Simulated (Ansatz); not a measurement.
Mulliken charges of CH$_{4}$ClGe (`[CH3][GeH][Cl]`) radical from r2SCAN/def2-TZVPP in Ansatz (PBE0-D4/def2-TZVP geometry).

```
atom   x (Å)   y (Å)   z (Å)  charge (e)
  C1  -0.733   0.438  -0.262      -0.271
 Ge2   0.705  -0.885  -0.183       0.330
 Cl3   1.017  -1.362   1.909      -0.325
  H4  -0.433   1.314   0.317       0.098
  H5  -1.646   0.021   0.161       0.094
  H6  -0.910   0.729  -1.298       0.086
  H7   2.061  -0.324  -0.690      -0.012
```

**Question.** By hand: the dipole of these point charges (1 e Å = 4.8032 D).

**Answer.** Σ q r = (-0.199, 0.229, -0.667) e Å, of length 0.733 e Å = 3.52 D.

**Question.** How does the dipole of the full density compare? (Best estimate.)

**Answer.** Ansatz gave: (-0.204, 0.234, -0.385) e Å, 2.38 D; the point charges give 1.48 times that, at 14° from its direction.

Point charges leave out the atoms' own dipoles, such as those of lone pairs, and Mulliken's split depends on the basis, so the two needn't agree.
